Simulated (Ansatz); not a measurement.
CH$_{4}$ClFOSeTi (`C[O][Ti]([F])([Cl])[SeH]`). The species carries charge 0 and has multiplicity 1. The geometry is a stationary point of PBE0-D4/def2-TZVP. It is one conformer, not always the lowest.

```xyz
10

C    -1.455   -0.235   -1.369
O    -0.418   -0.154   -0.439
Ti    0.989   -0.138    0.562
F     1.378   -1.725    1.202
Cl    2.717    0.653   -0.548
Se    0.365    1.354    2.359
H    -1.133    0.204   -2.317
H    -1.731   -1.281   -1.526
H    -2.320    0.314   -0.992
H     1.608    1.008    3.069
```

Question: What is the dipole moment at B3LYP/def2-TZVPP? (Best estimate.)

Answer: Computed: 3.08 D, with components (-2.63, -0.07, -1.59) D in this frame, pointing from negative to positive charge.

Question: And with PBE, r2SCAN, ωB97M-V? (Estimate.)

Answer: The calculation gave: PBE 3.10 D, r2SCAN 3.09 D, ωB97M-V 3.06 D.

Question: Give the Mulliken charges with B3LYP, r2SCAN, PBE in def2-TZVPP. (Best estimate.)

Answer: Computed: 
```
atom  B3LYP  r2SCAN    PBE
  C1  -0.12    0.01  -0.14
  O2  -0.54   -0.51  -0.45
 Ti3   0.99    0.96   0.84
  F4  -0.36   -0.34  -0.30
 Cl5  -0.25   -0.26  -0.23
 Se6  -0.13   -0.15  -0.13
  H7   0.12    0.08   0.12
  H8   0.12    0.08   0.12
  H9   0.12    0.08   0.12
 H10   0.05    0.06   0.06
```

B3LYP here is the variant with VWN-RPA as its local correlation; programs differ in this.
